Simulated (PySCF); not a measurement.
Job for PySCF: R-BP86/6-31G* on O3 (SMILES O=[O+][O-]), 2S+1 = 1.

```python
from pyscf import gto, scf, dft, mp
from pyscf.data.elements import chemcore

mol = gto.M(
    atom='''
    O    -1.07050387   -0.24094745    0.00000000
    O    -0.01064451    0.42843715    0.00000000
    O     1.08114838   -0.18748970    0.00000000
    ''',
    basis='6-31g*',
    cart=True,
    charge=0, spin=0, verbose=3, max_memory=1800)
mf = dft.RKS(mol, xc='b88,p86')
mf.conv_tol = 1e-8
mf.max_cycle = 100
mf.kernel()
if not mf.converged:
    mf = mf.newton().run(mf.mo_coeff, mf.mo_occ)
```

The log:

```
converged SCF energy = -225.442531906905
```

The run converged.

Cost: about 0.9 core-seconds (a rough figure).
